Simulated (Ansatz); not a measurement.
C5H8O2, charge -1, doublet, geometry from GFN2-xTB (a state made from the parent by changing its charge; the spin is typed, not shown lowest) (a gas-phase anion, which may not be bound at this level); B3LYP/STO-3G (Ansatz, a program for electronic structure).

Here is a job for Ansatz.
Ansatz 0.2 input:
```yaml
crystal:
  periodic: [false, false, false]
  atoms:
    - {symbol: C, position_ang: [2.63257487, 0.01554614, 0.27419668]}
    - {symbol: C, position_ang: [1.16782289, -0.44807195, 0.17520119]}
    - {symbol: O, position_ang: [0.92078393, -1.69361780, 0.29594480]}
    - {symbol: C, position_ang: [0.24304468, 0.58412701, -0.04328949]}
    - {symbol: C, position_ang: [-1.13138225, 0.48646963, -0.17590116]}
    - {symbol: C, position_ang: [-1.91973971, -0.77115608, -0.11049289]}
    - {symbol: O, position_ang: [-1.91932665, 1.65881157, -0.39654464]}
    - {symbol: H, position_ang: [2.95390530, 0.51297195, -0.64588571]}
    - {symbol: H, position_ang: [2.77073176, 0.71865653, 1.10111008]}
    - {symbol: H, position_ang: [3.27346517, -0.84883088, 0.44316284]}
    - {symbol: H, position_ang: [0.66432513, 1.58904443, -0.11743311]}
    - {symbol: H, position_ang: [-2.65449811, -0.75081861, 0.70431814]}
    - {symbol: H, position_ang: [-2.47152176, -0.95628176, -1.04079690]}
    - {symbol: H, position_ang: [-1.20883348, -1.57649715, 0.05886382]}
    - {symbol: H, position_ang: [-1.29315508, 2.38871685, -0.41682642]}
basis:
  gaussian:
    orbitals: STO-3G
hamiltonian:
  xc: b3lyp
total_charge: -1
magnetization: {spin_polarized: true, initial_magnetization: 1}
```

Output, abridged:

```
Functional definition: B3LYP
614 factors; integrals over basis functions are off by at most 4.6e-5 eV
mean field evaluation 1: about -9280.0914 eV, gradient 1.9e1 eV
mean field evaluation 2: about -9266.3577 eV, gradient 5.4e1 eV
mean field evaluation 4: about -9282.8547 eV, gradient 3.0e0 eV
mean field evaluation 8: about -9282.8606 eV, gradient 8.4e-2 eV
mean field evaluation 16: about -9282.8607 eV, gradient 1.1e-4 eV
mean field -9282.86065822 eV, -341.1388370407 hartree, gradient 3.4e-5 eV, S^2 0.768167; 0 other end points of the search recorded, 0 dependent functions left out
reference -9282.86086796 eV, -341.1388447484 hartree; 28, 27 occupied and 15, 16 virtual orbitals, 614 factors
Total energy: -9282.86086796 eV, -341.1388447484 hartree
```
